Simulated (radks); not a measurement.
Results of a calculation; reference values are marked as such.
Q: Species: Nb36+. Configuration: [He] 2s2 2p1 (the NIST ground configuration). Code: a radial shooting solver on a logarithmic mesh with Libxc functionals. Model: scalar-relativistic Kohn-Sham, r2SCAN, spin-polarised, spherical densities, finite nucleus; open shells are filled with parallel spins first (spin-orbit coupling, left out, can overturn this in heavy ions); meta-GGA in the generalised Kohn-Sham scheme; Fermi nuclear charge, rms radius 4.324 fm. Some entries of the table are withheld. Estimate them.

| orbital | occ. | eigenvalue (eV) | <r^2> (bohr^2) | r(max) (bohr) |
|---|---|---|---|---|
| 1s up | 1 | -21757.71 | 0.001740 | 0.02346 |
| 1s down | 1 | -21742.26 | 0.001736 | 0.02345 |
| 2s up | 1 | -5058.750 | (1) | 0.1281 |
| 2s down | 1 | -5032.185 | (2) | 0.1284 |
| 2p up | 1 | -4859.648 | 0.01959 | 0.1011 |
| 2p down | 0 | -4826.210 | 0.01974 | 0.1014 |

A: 
(1) 2s up <r^2> (bohr^2): 0.02578
(2) 2s down <r^2> (bohr^2): 0.02593
